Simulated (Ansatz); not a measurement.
Computed with Ansatz on PBE0-D4/def2-TZVP structures; ΔE is electronic, products minus reactants. CCSD(T)/CBS adds triple-zeta CCSD(T) − MP2 to the extrapolated MP2 energy (def2 sets, frozen cores). Functionals use def2-TZVPP. B3LYP here is the variant with VWN-RPA as its local correlation; programs differ in this. For Ge outer-core shells are correlated without core-valence functions, which leaves a few kJ/mol of doubt a bond. Scalar relativity is left out up to krypton. Each species was taken in one conformer, which may not be the lowest.

`CC[SiH](O)P` + `O[SiH2][O][GeH3]` → `CO[SiH2][O][GeH3]` + `C[SiH](O)P`  (substitution at a C–C bond)

`CC[SiH](O)P`:

Cartesian coordinates in Å:
```
C 1.484 0.167 0.755
C 0.928 -0.008 -0.654
Si -0.869 -0.529 -0.735
O -1.111 -1.976 0.027
P -2.301 1.008 0.112
H 2.539 0.453 0.740
H 1.411 -0.760 1.330
H 0.945 0.941 1.307
H 1.034 0.920 -1.228
H 1.502 -0.769 -1.196
H -1.258 -0.758 -2.150
H -1.101 -1.991 0.984
H -1.671 2.077 -0.583
H -1.532 1.223 1.291
```

`O[SiH2][O][GeH3]`:

Cartesian coordinates in Å:
```
O -1.447 1.524 -0.429
Si -0.453 0.468 -1.203
O 0.769 -0.057 -0.265
Ge 0.830 -1.012 1.235
H -1.104 2.397 -0.235
H 0.180 1.110 -2.382
H -1.344 -0.654 -1.584
H 0.749 -0.037 2.419
H 2.174 -1.747 1.205
H -0.355 -1.992 1.240
```

`CO[SiH2][O][GeH3]`:

Z-matrix (Å, degrees):
```
C
O 1 1.407
H 1 1.097 2 111.7
H 1 1.096 2 111.4 3 121.5
H 1 1.091 2 108.4 3 -119.4
Si 2 1.642 1 124.1 3 -48.9
O 6 1.620 2 107.3 1 167.4
H 6 1.491 2 108.2 1 46.6
H 6 1.485 2 111.3 1 -74.1
Ge 7 1.782 6 131.1 2 -31.1
H 10 1.534 7 108.4 6 77.5
H 10 1.533 7 105.0 6 -163.0
H 10 1.537 7 108.8 6 -43.7
```

`C[SiH](O)P`:

Z-matrix (Å, degrees):
```
C
Si 1 1.865
H 1 1.093 2 110.5
H 1 1.093 2 111.5 3 120.0
H 1 1.093 2 110.3 3 -119.7
O 2 1.652 1 112.1 3 174.5
P 2 2.258 1 107.8 3 -59.1
H 2 1.484 1 110.6 3 58.3
H 6 0.958 2 117.5 1 73.9
H 7 1.420 2 94.1 1 -164.6
H 7 1.423 2 93.6 1 -70.5
```

CCSD(T)/CBS gives +46.1 kJ/mol.

Another level gave +44.0 kJ/mol. Which?
A. MP2/def2-TZVPP
B. ωB97X-V/def2-TZVPP
C. CCSD(T)/def2-TZVPP
D. B3LYP/def2-TZVPP

C. CCSD(T)/def2-TZVPP 44.0, ωB97X-V 39.5, B3LYP 35.3, MP2/def2-TZVPP 48.9 kJ/mol.

Largest T1 diagnostic among the species: 0.012.

In def2-TZVPP, CCSD(T) changes the Hartree–Fock value by +15.0 kJ/mol (the triples alone add +1.5 kJ/mol) and MP2 by +19.8 kJ/mol.
